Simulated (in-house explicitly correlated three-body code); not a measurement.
Computed with an exponentially correlated three-body code. Model: two electrons around a point charge, non-relativistic, variational in 260 exponentially correlated functions (energies converged to about 1e-7 hartree, or 1e-8 relative for large Z).

Command:
```bash
python run_hyl.py task.json out
```
Settings (lengths in bohr, energies in hartree):
```
Z                      1.25
screening              0.0063
interaction_strength   1
functions              260
states_tried           13
```

Run time, properties included: 34 s on 1 thread of Intel(R) Xeon(R) 6975P-C (Granite Rapids) (shared host).

**Those bound S and P states to n = 4 that converged, binding against the one-electron ion.**

Given: nuclear charge 1.25; Yukawa screening of all interactions 0.0063 1/bohr.

Computed: one-electron threshold -0.773404668 hartree.

```tsv
term	energy (hartree)	binding (eV)
1 1S	-0.924157657	4.1022
2 3S	-0.788073875	0.39917
2 1S	-0.78421	0.29403
2 3P	-0.779930606	0.17758
2 1P	-0.779768075	0.17316
3 3S	-0.777431835	0.10958
3 1S	?	?
3 3P	-0.775586108	0.05936
3 1P	?	?
4 3S	-0.774835825	0.038944
4 3P	-0.774189343	0.021352
4 1P	-0.774168897	0.020796
```

(1) What belongs in the row 3 1S?

(2) What belongs in the row 3 1P?

**Converged states only, values per electron or pair (inverse distances are <exp(-kr)/r>).**

```csv
term,mean r (bohr),mean r squared (bohr²),mean inverse r (1/bohr),mean r12 (bohr),mean inverse r12 (1/bohr),mean cosine,mean p1 dot p2 (bohr⁻²),delta r1 (bohr⁻³),delta r12 (bohr⁻³)
1 1S,1.7758,4.5921,0.93183,2.804,0.47188,-0.095623,0.064393,0.36174,0.011239
2 3S,6.4812,84.755,0.67375,11.855,0.098946,-0.012401,0.00097927,0.31276,-
2 1S,8.3623,143.3,0.66125,15.59,0.075448,-0.0077896,0.0013839,0.31223,0.0002545
2 3P,10.318,229.44,0.65126,19.489,0.059077,-0.0062176,-0.00086097,0.31058,-
2 1P,10.624,242.47,0.65005,20.096,0.056389,-0.0046623,0.00059222,0.31079,2.3175e-06
3 3S,18.074,701.86,0.63862,34.978,0.032593,-0.0024591,0.0001907,0.31122,-
3 1S,21.31,979.45,0.63569,41.444,0.026933,-0.0018128,0.00031099,0.31119,5.7844e-05
3 3P,25.764,1463.9,0.63305,50.35,0.022474,-0.0017627,-0.0002777,0.31075,-
3 1P,?,?,?,?,?,?,?,?,?
4 3S,36.755,2953.9,0.62899,72.323,0.013963,-0.00080788,6.2177e-05,0.31098,-
4 3P,?,?,?,?,?,?,?,?,-
4 1P,50.378,5614.3,0.62663,99.567,0.0095538,-0.00047199,7.4269e-05,0.31082,2.9235e-07
```

(3) What belongs in the row 3 1P?

(4) What belongs in the row 4 3P?

**Electric-dipole lines between converged S and P states, rate of the upper state's decay.**

| s state | p state | p minus s (eV) | oscillator strength from s | rate (1/s) |
| --- | --- | --- | --- | --- |
| 1 1S | 2 1P | 3.929 | 0.034561 | 7.717e+06 |
| 1 1S | 3 1P | 4.0443 | 0.010391 | 2.4582e+06 |
| 1 1S | 4 1P | ? | ? | ? |
| 2 1S | 2 1P | 0.12087 | 0.81879 | 173020 |
| 2 1S | 3 1P | 0.23611 | 7.1033e-05 | 57.276 |
| 2 1S | 4 1P | 0.27323 | 0.00073528 | 793.97 |
| 3 1S | 2 1P | -0.085364 | -0.37289 | 117910 |
| 3 1S | 3 1P | 0.029873 | 1.2946 | 16709 |
| 3 1S | 4 1P | 0.066997 | 0.004965 | 322.35 |
| 2 3S | 2 3P | 0.22159 | 0.87109 | 618660 |
| 2 3S | 3 3P | 0.33981 | 0.030643 | 51178 |
| 2 3S | 4 3P | ? | ? | ? |
| 3 3S | 2 3P | -0.067995 | -0.46947 | 94182 |
| 3 3S | 3 3P | 0.050225 | 1.3095 | 47778 |
| 3 3S | 4 3P | 0.088233 | 0.071367 | 8036 |
| 4 3S | 2 3P | -0.13864 | -0.022618 | 18863 |
| 4 3S | 3 3P | -0.020416 | -0.89547 | 16196 |
| 4 3S | 4 3P | 0.017592 | 1.6631 | 7444.4 |

(5) What belongs in the row 1 1S 4 1P?

(6) What belongs in the row 2 3S 4 3P?

**Static dipole response.**

```tsv
state	polarisability (bohr³)
1 1S	22.701
```

Answers

(1) energy (hartree): -0.776631; binding (eV): 0.087793.

(2) energy (hartree): -0.775533197; binding (eV): 0.05792.

(3) mean r (bohr): 26.268; mean r squared (bohr²): 1519.8; mean inverse r (1/bohr): 0.63265; mean r12 (bohr): 51.356; mean inverse r12 (1/bohr): 0.021586; mean cosine: -0.0012831; mean p1 dot p2 (bohr⁻²): 0.00019309; delta r1 (bohr⁻³): 0.31082; delta r12 (bohr⁻³): 7.5626e-07.

(4) mean r (bohr): 49.61; mean r squared (bohr²): 5447.3; mean inverse r (1/bohr): 0.62679; mean r12 (bohr): 98.03; mean inverse r12 (1/bohr): 0.0099165; mean cosine: -0.00065261; mean p1 dot p2 (bohr⁻²): -0.00010764; delta r1 (bohr⁻³): 0.3108.

(5) p minus s (eV): 4.0814; oscillator strength from s: 0.0039211; rate (1/s): 944740.

(6) p minus s (eV): 0.37782; oscillator strength from s: 0.0061456; rate (1/s): 12689.
